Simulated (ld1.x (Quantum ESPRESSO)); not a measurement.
**An all-electron radial function and its pseudo partner (C (Z = 6))**

Columns: radius, all-electron u(r) and pseudo u(r) of the 2s shell (level -13.98 eV) of carbon in the configuration [He] 2s1.5 2p2.5; PBE, scalar-relativistic, RRKJ scheme, ld1.x (Quantum ESPRESSO) 7.5.

```
r (bohr)  all-electron   pseudo
   0.108        0.3396  -0.0258
   0.215        0.2941  -0.0715
   0.322        0.1099  -0.1489
   0.430       -0.1082  -0.2585
   0.538       -0.3110  -0.3875
   0.645       -0.4790  -0.5162
   0.752       -0.6104  -0.6290
   0.860       -0.7069  -0.7164
   0.968       -0.7709  -0.7749
   1.075       -0.8069  -0.8078
   1.182       -0.8210  -0.8210
   1.290       -0.8176  -0.8176
   1.398       -0.8009  -0.8009
   1.505       -0.7747  -0.7747
   1.612       -0.7417  -0.7417
   1.720       -0.7040  -0.7040
   1.828       -0.6635  -0.6635
   1.935       -0.6222  -0.6222
   2.042       -0.5806  -0.5806
   2.150       -0.5393  -0.5393
   2.258       -0.4991  -0.4991
   2.365       -0.4609  -0.4609
   2.472       -0.4245  -0.4245
   2.580       -0.3898  -0.3898
   2.688       -0.3572  -0.3572
   2.795       -0.3271  -0.3271
```

Q: How many radial nodes do the two functions have?

A: The all-electron 2s function has n − l − 1 = 1; the pseudo-wave has 0, since the states of the same l below it are removed with the core.

Q: At about which radius was the pseudo-wave matched?

A: 1.20 bohr, where the columns begin to agree (steps of 0.11 bohr).

Q: Is the pseudo-wave norm-conserving?

A: Yes: the RRKJ scheme keeps the norm inside the radius equal to the all-electron one, which fixes the energy derivative of the logarithmic derivative at the level.
